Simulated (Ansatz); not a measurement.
Geometry optimisation, RHF/def2-SVP (Ansatz 0.2.0).

The input (input.yaml):

```yaml
crystal:
  periodic: [false, false, false]
  atoms:
    - { symbol: Sn, position_ang: [0.29509, 0.213906, -0.095152] }
    - { symbol: Cl, position_ang: [0.360439, -0.186829, 2.251037] }
    - { symbol: Cl, position_ang: [2.506384, 0.255266, -0.781316] }
    - { symbol: Cl, position_ang: [-0.652028, 2.234865, -0.653518] }
    - { symbol: Cl, position_ang: [-0.676731, -1.569428, -1.236431] }
    - { symbol: O, position_ang: [-2.596577, -0.201954, 1.089681] }
    - { symbol: Al, position_ang: [-3.734313, -1.114831, 0.2] }
    - { symbol: H, position_ang: [-4.145599, -2.545951, 0.711919] }
    - { symbol: H, position_ang: [-4.350718, -0.417125, -1.063269] }
    - { symbol: H, position_ang: [-2.186448, -0.406118, 1.94095] }
basis:
  gaussian: { orbitals: def2-SVP }
hamiltonian:
  xc: hf
relax:
  f_tol: 0.03
  max_steps: 50
```

Launched with:

```bash
$ ansatz run input.yaml --threads 4 --pin off --max-ram 5120MiB --backend cpu --events-out ev --progress --plain --runs-dir out
```

Question: Where does it end, and by what steps?

Answer: It converged. After 25 steps the energy has fallen by 0.710 eV; Cl3 moved furthest, 1.74 Å. Joined: Sn1–O6 (3.15 → 2.05 Å), Cl5–Al7 (3.41 → 2.28 Å).

| step | energy less start (eV) | largest force component (eV/Å) | accepted |
| --- | --- | --- | --- |
| 0 | 0.0000 | 1.145 | yes |
| 1 | -0.1035 | 2.026 | yes |
| 2 | -0.1949 | 1.865 | yes |
| 3 | -0.3196 | 2.537 | yes |
| 4 | -0.4647 | 1.446 | yes |
| 5 | -0.5297 | 0.403 | yes |
| 6 | -0.5569 | 0.487 | yes |
| 7 | -0.5691 | 0.303 | yes |
| 8 | -0.5774 | 0.156 | yes |
| 9 | -0.5818 | 0.218 | yes |
| 10 | -0.5876 | 0.100 | yes |
| 11 | -0.5893 | 0.084 | yes |
| 12 | -0.5916 | 0.031 | yes |
| 13 | -0.5917 | 0.578 | yes |
| 14 | -0.5973 | 0.257 | yes |
| 15 | -0.6093 | 0.232 | yes |
| 16 | -0.6321 | 0.287 | yes |
| 17 | -0.6499 | 0.372 | yes |
| 18 | -0.6614 | 0.560 | yes |
| 19 | -0.6799 | 0.390 | yes |
| 20 | -0.7000 | 0.309 | yes |
| 21 | -0.7023 | 0.191 | yes |
| 22 | -0.5859 | 0.858 | no |
| 23 | -0.7093 | 0.070 | yes |
| 24 | -0.7090 | 0.193 | no |
| 25 | -0.7104 | 0.030 | yes |

```xyz
10
Properties=species:S:1:pos:R:3
Sn -0.204 0.319 0.294
Cl 0.310 0.949 2.500
Cl 1.551 -1.087 -0.221
Cl -0.367 2.353 -0.780
Cl -1.577 -0.790 -1.784
O -1.955 -0.506 0.982
Al -3.168 -1.306 -0.230
H -3.234 -2.852 0.049
H -4.436 -0.385 -0.366
H -2.101 -0.434 1.920
```

Whether the end is a true minimum wasn't checked by a vibrational analysis.

Time of the run: 57 s on 4 threads of Arm Neoverse V2, on a shared host, peak memory 0.47 GiB.
